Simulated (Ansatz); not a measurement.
CdMe(NH2) (CH₅CdN): single points at one geometry.

```yaml
crystal:
  periodic: [false, false, false]
  atoms:
    - {symbol: Cd, position_ang: [0.000259, -0.048912, -0.325611]}
    - {symbol: C, position_ang: [-0.011198, 0.000884, 1.780702]}
    - {symbol: H, position_ang: [0.080378, 1.036136, 2.132650]}
    - {symbol: H, position_ang: [0.827805, -0.587201, 2.175354]}
    - {symbol: H, position_ang: [-0.950408, -0.423732, 2.158774]}
    - {symbol: N, position_ang: [0.010511, -0.285742, -2.351256]}
    - {symbol: H, position_ang: [0.837485, 0.139853, -2.779600]}
    - {symbol: H, position_ang: [-0.794851, 0.168714, -2.791003]}
basis:
  gaussian: {orbitals: def2-TZVP, initial_orbitals: start.molden}
hamiltonian: {xc: {name: B97M-V}}
scf: {omitted_lower_state_checks: [starts]}
output: {orbitals: {seedname: orbitals}}
```

The file start.molden holds the orbitals of an earlier run on this structure, at another level or in another basis.

```sh
$ ansatz run in.yaml --threads 4 --pin off --events-out ev --progress --plain --max-ram 3916MiB
```

Output, abridged:

```
Functional definition: B97M-V
924 factors; their error is unknown
mean field evaluation 1: about -7173.8962 eV, gradient 1.0e1 eV
mean field evaluation 2: about -7174.0135 eV, gradient 1.5e-1 eV
mean field evaluation 4: about -7173.9981 eV, gradient 5.8e-4 eV
mean field -7173.99808790 eV, -263.6395670197 hartree, gradient 8.6e-6 eV, S^2 0.000000; 0 other end points of the search recorded, 0 dependent functions left out
reference -7173.99815000 eV, -263.6395693019 hartree; 19, 19 occupied and 113, 113 virtual orbitals, 924 factors
Total energy: -7173.99815000 eV, -263.6395693019 hartree
Checks for a lower state left out: starts
```

Run time 6 s (4 threads of Intel Xeon on a shared host).

The first input with `correlation: {method: mp2}` and without the key `hamiltonian` (abridged; 1.8 s):

```
Functional definition: HF
mean field -7132.15089286 eV, -262.1017109673 hartree, gradient 6.3e-6 eV, S^2 0.000000
2 core orbitals not correlated: weight in the atoms' cores, before any rotation towards them, 1.000 or more for the frozen orbitals, at most 0.000 for the correlated occupied ones
second order -24.94583407 eV of doubles, -0.00000000 eV of singles
Total energy: -7157.09672693 eV, -263.0184534604 hartree
Checks for a lower state left out: starts
```

Geometry: PBE-D4/def2-TZVP.

In the def2 sets Cd takes a core potential; there is no spin–orbit coupling. Correlated methods freeze 2 core orbitals; core or outer-core shells of Cd are correlated, in sets that lack core-valence functions.
